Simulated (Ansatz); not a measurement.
`CBO` + `C=N` → `C=NBC` + H₂O at 298.15 K and 1 bar (ligand exchange at a B–O bond).

Isolated molecules relaxed with PBE0-D4/def2-TZVP in Ansatz; ΔE leaves out vibrations. CCSD(T)/CBS is the MP2 limit (def2-TZVPP, def2-QZVPP) plus CCSD(T) − MP2 in def2-TZVPP, frozen cores. This one scheme is used for every species. One conformer a species, not always the lowest.

```json
{"species": "`CBO`", "CCSD(T)/CBS energy (Eh)": "-141.08489", "H − E (kJ/mol)": "182.2", "S (J/(mol·K))": "272.4"}
{"species": "`C=N`", "CCSD(T)/CBS energy (Eh)": "-94.52360", "H − E (kJ/mol)": "115.3", "S (J/(mol·K))": "227.0"}
{"species": "`C=NBC`", "CCSD(T)/CBS energy (Eh)": "-159.21633", "H − E (kJ/mol)": "227.5", "S (J/(mol·K))": "301.3"}
{"species": "H₂O", "CCSD(T)/CBS energy (Eh)": "-76.37941", "H − E (kJ/mol)": "66.4", "S (J/(mol·K))": "188.7"}
```

H − E and S are ideal-gas, rigid-rotor, harmonic terms from PBE0-D4/def2-TZVP, for one conformer and one mirror image of each species. 1 Eh = 2625.50 kJ/mol, R = 8.31446 J/(mol·K).

**Question.** By hand: ΔE, ΔH, ΔS and ΔG.

**Answer.** ΔE = (-159.21633) + (-76.37941) − (-141.08489) − (-94.52360) = 0.01275 Eh = 33.5 kJ/mol. Δ(H − E) = 227.5 + 66.4 − 182.2 − 115.3 = -3.6, so ΔH = 29.9 kJ/mol. ΔS = 301.3 + 188.7 − 272.4 − 227.0 = -9.4 J/(mol·K). ΔG = 29.9 − 298.15 × (-9.4)/1000 = 32.7 kJ/mol.

**Question.** By hand: the equilibrium constant, and the temperature at which ΔG would vanish if ΔH and ΔS stayed fixed.

**Answer.** log₁₀ K = −ΔG/(RT ln 10) = -5.7. ΔH and −TΔS have one sign here, so there is no such temperature.

The number of gas molecules stays the same, so ΔS is small and ΔH decides. A doubt of 5 kJ/mol in ΔE shifts log₁₀ K by 0.9 here. Other conformers and mirror images would add mixing entropy, several J/(mol·K) or more a flexible species. These are equilibria of isolated gas molecules and say nothing of rates. Largest T1 diagnostic: 0.014 (customary marks: 0.02 for closed shells, 0.045 for open ones).

ΔS is within the doubt of such terms, so its sign, and with it that verdict, could turn.
